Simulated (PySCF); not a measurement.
PySCF input (BP86/def2-SVP):

```python
from pyscf import gto, dft

mol = gto.M(
    atom='''
    C    -2.12111200    0.92514100    0.33471800
    C    -1.12963800    0.04767200    0.18144600
    C    -1.32143000   -1.44048300    0.24247100
    C     0.25930500    0.57114000   -0.06349200
    O     0.49286900    1.76252800   -0.14504200
    Si    1.76241900   -0.64138500   -0.26065100
    H    -1.92054400    1.98710500    0.28061200
    H    -3.14003800    0.60670200    0.51526600
    H    -0.72145700   -1.88791200    1.03929000
    H    -2.36477100   -1.69234300    0.42722900
    H    -1.01995500   -1.92003800   -0.69246500
    H     1.92018800   -1.46917800    0.95974200
    H     1.54339200   -1.55189900   -1.41057600
    H     2.96361900    0.18590500   -0.48049900
    ''',
    basis='def2-svp',
    charge=0,
    spin=0,
    verbose=4,
)

mf = dft.RKS(mol, xc='bp86')
mf.grids.level = 3
mf.conv_tol = 1e-9
mf.max_cycle = 100
mf.max_memory = 1500
mf.kernel()
if not mf.converged:
    mf = mf.newton()
    mf.kernel(mf.make_rdm1())
mf.dip_moment()
```

From the output:

```
tot grids = 168200
init E= -521.963011984292
  HOMO = -0.3017285661654  LUMO = -0.172816385833966  gap/eV = 3.50788
cycle= 1 E= -521.513304213938  delta_E= 0.45  |g|= 0.849  |ddm|= 3.94
  HOMO = -0.0401243963946336  LUMO = -0.008784438121344  gap/eV = 0.85280
cycle= 2 E= -520.037336293152  delta_E= 1.48  |g|= 2.58  |ddm|= 4.79
  HOMO = -0.201738369011208  LUMO = -0.098456281039474  gap/eV = 2.81045
cycle= 3 E= -521.639565866953  delta_E= -1.6  |g|= 0.331  |ddm|= 4.39
  HOMO = -0.193502831040438  LUMO = -0.111534340397782  gap/eV = 2.23048
cycle= 4 E= -521.659383408689  delta_E= -0.0198  |g|= 0.215  |ddm|= 0.718
  HOMO = -0.202517246361566  LUMO = -0.108841082694039  gap/eV = 2.54906
cycle= 5 E= -521.670091137629  delta_E= -0.0107  |g|= 0.0706  |ddm|= 0.314
  HOMO = -0.197987827141537  LUMO = -0.107207019749885  gap/eV = 2.47027
cycle= 6 E= -521.671389417621  delta_E= -0.0013  |g|= 0.0313  |ddm|= 0.108
  HOMO = -0.199021563808261  LUMO = -0.107746576512497  gap/eV = 2.48372
cycle= 7 E= -521.671671203749  delta_E= -0.000282  |g|= 0.00581  |ddm|= 0.0367
  HOMO = -0.199443754804766  LUMO = -0.10792478465629  gap/eV = 2.49036
cycle= 8 E= -521.671679588865  delta_E= -8.39e-06  |g|= 0.00168  |ddm|= 0.00887
  HOMO = -0.19955503505826  LUMO = -0.107992527793164  gap/eV = 2.49154
cycle= 9 E= -521.671680316224  delta_E= -7.27e-07  |g|= 0.000448  |ddm|= 0.00188
  HOMO = -0.199553821623094  LUMO = -0.107983703973226  gap/eV = 2.49175
cycle= 10 E= -521.671680367155  delta_E= -5.09e-08  |g|= 8.59e-05  |ddm|= 0.000734
  HOMO = -0.199553825428415  LUMO = -0.107984906673572  gap/eV = 2.49172
cycle= 11 E= -521.671680369733  delta_E= -2.58e-09  |g|= 1.45e-05  |ddm|= 0.000158
  HOMO = -0.199554052866172  LUMO = -0.107985560801936  gap/eV = 2.49171
cycle= 12 E= -521.671680369782  delta_E= -4.96e-11  |g|= 6.28e-06  |ddm|= 2.34e-05
  HOMO = -0.199553433880917  LUMO = -0.107984156692289  gap/eV = 2.49173
Extra cycle  E= -521.671680369749  delta_E= 3.38e-11  |g|= 1.38e-05  |ddm|= 2.2e-05
converged SCF energy = -521.671680369749
Dipole moment(X, Y, Z, Debye): -1.39572, -2.02560,  0.30168
```

The geometry given is a B3LYP-D3(BJ)/def2-TZVP minimum.
